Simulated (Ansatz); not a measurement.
CH8AlNSi2 (`C=[N][Al]([SiH3])[SiH3]`), relaxed with RKS PBE-D4/def2-SVP in Ansatz from a rough embedded geometry. The force threshold is 0.03 eV/Å; the program also tests the step.

Charge 0, multiplicity 1.

Start:

```xyz
13

C    -0.690    2.237   -1.376
N     0.280    1.804   -0.765
Al    0.297    0.086    0.041
Si   -1.570   -1.276   -0.030
Si    2.217   -0.595    1.269
H    -1.642    1.643   -1.547
H    -0.692    3.233   -1.864
H    -1.305   -2.540    0.668
H    -2.780   -0.677    0.530
H    -1.851   -1.643   -1.482
H     3.352   -0.655    0.383
H     1.952   -1.944    1.845
H     2.432    0.327    2.328
```

| step | energy (eV) | largest force (eV/Å) | largest move (Å) |
| --- | --- | --- | --- |
| 1 | -24984.0390 | 4.069 | 0.000 |
| 2 | -24984.2946 | 1.826 | 0.194 |
| 3 | -24984.4812 | 1.332 | 0.200 |
| 4 | -24984.5346 | 0.239 | 0.200 |
| 5 | -24984.5668 | 0.369 | 0.200 |
| 6 | -24984.5846 | 0.814 | 0.197 |
| 7 | -24984.6560 | 0.722 | 0.200 |
| 8 | -24984.7400 | 0.656 | 0.195 |
| 9 | -24984.8314 | 0.521 | 0.200 |
| 10 | -24984.8933 | 0.394 | 0.200 |
| 11 | -24984.9375 | 0.310 | 0.200 |
| 12 | -24984.9761 | 0.136 | 0.200 |
| 13 | -24984.9858 | 0.373 | 0.193 |
| 14 (rejected) | -24984.8430 | 1.482 | 0.198 |
| 15 | -24984.9954 | 0.023 | 0.071 |
| 16 (rejected) | -24984.9930 | 0.200 | 0.061 |
| 17 | -24984.9960 | 0.058 | 0.031 |
| 18 | -24984.9964 | 0.044 | 0.028 |
| 19 | -24984.9965 | 0.026 | 0.012 |

End:

```xyz
13

C    -0.315    2.373   -1.540
N    -0.162    1.318   -0.870
Al    0.029   -0.160    0.091
Si   -1.961   -1.599    0.177
Si    2.232   -0.438    1.138
H    -0.094    2.429   -2.636
H    -0.676    3.331   -1.086
H    -1.714   -2.843    0.994
H    -3.137   -0.880    0.793
H    -2.385   -2.043   -1.203
H     3.356   -0.124    0.180
H     2.439   -1.846    1.638
H     2.389    0.483    2.325
```

Run time 32 s (4 threads of a server CPU on a shared host); peak host memory 0.19 GiB.
